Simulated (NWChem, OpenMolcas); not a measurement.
# How methods differ on C2H4BCl (SMILES C=CBCl)

The species is C2H4BCl (8 atoms), meant as a singlet with charge 0. As SMILES, `C=CBCl`. The coordinates come from a PBE0-D4/def2-TZVP relaxation. This is one conformer, not always the lowest.

Each level gives the HOMO–LUMO gap (eV). The values are calculated.

```tsv
level	kind	program	value (eV)	CPU time
HF/def2-SVPD	Hartree–Fock	NWChem	12.51	71 s
SVWN5/def2-SVPD	LDA	OpenMolcas	3.89	62 s
M06-L/def2-SVPD	meta-GGA	OpenMolcas	4.60	1.7 min
TPSS/def2-SVPD	meta-GGA	OpenMolcas	4.38	1.7 min
B3LYP/def2-SVPD	global hybrid	OpenMolcas	5.96	77 s
BHLYP/def2-SVPD	global hybrid	OpenMolcas	8.44	73 s
M06-2X/def2-SVPD	hybrid meta-GGA	NWChem	8.54	100 s
PBE0/def2-SVPD	global hybrid	OpenMolcas	6.38	72 s
```

The values span 3.89 to 12.51 eV. Orbital gaps aren't excitation energies; they tend to grow with the share of exact exchange. Times are those of the runs behind each value, whatever else they computed, on shared processors of several kinds: orders of magnitude only.
